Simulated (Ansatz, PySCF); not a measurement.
Molecule: GeBr3, net charge 0, doublet state. It need not be the lowest isomer of its formula. 
Geometry from a B3LYP-D3(BJ)/def2-TZVP (Ansatz, a quantum-chemistry and plane-wave program) optimisation:
```
Ge
Br 1 2.3430
Br 1 2.3430 2 109.21
Br 1 2.3430 2 109.21 3 -119.37
```
Charge 0, spin multiplicity 2.

Property: atomisation energy (electronic, to ground-state atoms), in kcal/mol. Correlated levels leave the core frozen unless marked. UHF or UKS for open shells. No spin-orbit coupling. Frozen are the shells of the preceding noble gas and the d and f shells that filled before the atom's block. No relativistic terms. FCI takes restricted orbitals. The coupled-cluster limit lacks core correlation, which all-electron functionals hold. CBS(X,Y): correlation extrapolated as X^-3; Hartree-Fock from the larger set. The bracket is a focal-point correction in the basis named.

| level | program | atomisation energy (kcal/mol) |
|---|---|---|
| SVWN5/def2-TZVPD | Ansatz | 258.9 |
| BLYP-D4/def2-TZVPD | Ansatz + dftd4 | 211.5 |
| B97M-V/def2-TZVPD | Ansatz | 214.7 |
| BHLYP-D3(BJ)/def2-TZVPD | Ansatz + dftd3 | 200.3 |
| BHLYP/def2-TZVPD | Ansatz | 192.4 |
| TPSSh-D3(BJ)/def2-TZVPD | PySCF + dftd3 | 219.0 |
| r2SCAN0-D4/def2-TZVPD | Ansatz + dftd4 | 213.7 |
| r2SCAN0/def2-TZVPD | Ansatz | 212.5 |
| HSE06-D4/def2-TZVPD | Ansatz + dftd4 | 217.1 |
| HSE06/def2-TZVPD | Ansatz | 213.4 |
| LC-wPBE-D3(BJ)/def2-TZVPD | Ansatz + dftd3 | 204.5 |
| B2GP-PLYP-D3(BJ)/def2-TZVPD | Ansatz + dftd3 | 211.1 |
| RI-MP2/aug-cc-pVTZ | Ansatz | 211.0 |
| RI-MP2/CBS(aug-cc-pVTZ,aug-cc-pVQZ) | Ansatz | 221.1 |
| RI-MP2/CBS(cc-pVTZ,cc-pVQZ) | Ansatz | 220.7 |
| SCS-MP2/STO-3G | Ansatz | 229.3 |
| SCS-MP2/6-31G* | Ansatz | 183.2 |
| CCSD(T)/STO-3G | Ansatz | 233.7 |
| FCI/STO-3G | Ansatz | 234.1 |
| RI-MP2/CBS(cc-pVTZ,cc-pVQZ)+[CCSD(T)-MP2]/cc-pVQZ | Ansatz | 210.7 |
| CCSD(T)/CBS(cc-pVTZ,cc-pVQZ) | Ansatz | 211.3 |
